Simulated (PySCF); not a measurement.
SMILES C=C[SiH2][SiH2]O (GFN2-xTB optimised geometry):

```
13

C      1.341    -0.869     0.000
C      0.018    -0.869     0.000
Si    -1.066     0.671     0.000
Si    -2.254     0.764     1.970
O     -2.972     2.223     1.846
H      1.931    -1.774     0.011
H      1.903     0.052    -0.013
H     -0.489    -1.827     0.011
H     -1.931     0.566    -1.190
H     -0.187     1.827    -0.238
H     -1.476     0.723     3.219
H     -3.299    -0.257     2.150
H     -3.553     2.564     2.520
```

Calculation: B3LYP/def2-TZVP run with PySCF.

Problem. What are the frontier orbital energies and the dipole moment?

Solution. HOMO-2 -8.37 eV, HOMO-1 -8.24 eV, HOMO -7.40 eV, LUMO -0.87 eV, LUMO+1 -0.35 eV; dipole moment 1.18 D.

On the same geometry PySCF with PBE/def2-TZVP gives HOMO-2 -7.21 eV, HOMO-1 -7.07 eV, HOMO -6.52 eV, LUMO -1.56 eV, LUMO+1 -1.09 eV; dipole moment 1.12 D.

Meta-Löwdin charges at B3LYP/def2-TZVP: C1 -0.22, C2 -0.34, Si3 0.40, Si4 0.68, O5 -0.77, H6 0.12, H7 0.11, H8 0.12, H9 -0.09, H10 -0.09, H11 -0.13, H12 -0.13, H13 0.35.
